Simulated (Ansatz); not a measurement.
Bond stretch in AsH, triplet.

Calculation: full CI/def2-TZVP, cores with 3d frozen in Ansatz (an electronic-structure program).

### Question
Relative to R = 1.53 Å, what are the energies at R = 1.17, 1.44, 3.79, 4.12 Å?

### Answer
79.2 mEh at 1.17 Å, 3.4 mEh at 1.44 Å, 99.0 mEh at 3.79 Å, 99.4 mEh at 4.12 Å.
